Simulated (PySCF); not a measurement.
**Vibration and rotation of SnF⁻**

UHF-CCSD(T) constants of SnF⁻, ³Σ⁻ (triplet), unpaired electrons π ↑↑ (PySCF, scalar-relativistic core potentials, basis sets Sn def2-SVPD with ECP28, F def2-SVPD; masses 119.9022 and 18.9984 u):

```
ωe              : 426.8 cm⁻¹
ωexe            : 2.8 cm⁻¹
Be              : 0.23242 cm⁻¹
αe              : 0.00198 cm⁻¹
D (centrifugal) : 2.76e-07 cm⁻¹
De to Sn + F⁻   : 2.52 eV
```

(1) Give the vibrational terms G(v) and spacings up to v = 6.

(2) How well does the Morse estimate ωe²/(4ωexe) reproduce De, and what is D0?

Correlated steps freeze 5 core orbitals. Correlated levels converge slowly with the basis: in double zeta they bind strong bonds too weakly, by up to about 1 eV, and carry superposition errors of some tenths. Spin–orbit coupling is left out, which matters for elements this heavy, above all for dissociation energies. For an ion De counts to the pair picked by the measured ionisation energies or electron affinities, which need not be the lowest pair at this level. The state was picked by a PBE0 search and need not be the measured ground state.

Answers

(1) G(v) = ωe(v+½) − ωexe(v+½)².

```csv
v,G(v) (cm⁻¹),G(v) − G(v−1),Bv (cm⁻¹)
0,212.7,,0.2314
1,633.9,421.2,0.2294
2,1049.5,415.6,0.2275
3,1459.5,410.0,0.2255
4,1863.9,404.4,0.2235
5,2262.7,398.8,0.2215
6,2655.9,393.2,0.2195
```

(2) It gives 2.02 eV, 80 % of the computed De. D0 = De − G(0) = 2.52 − 0.03 = 2.49 eV.
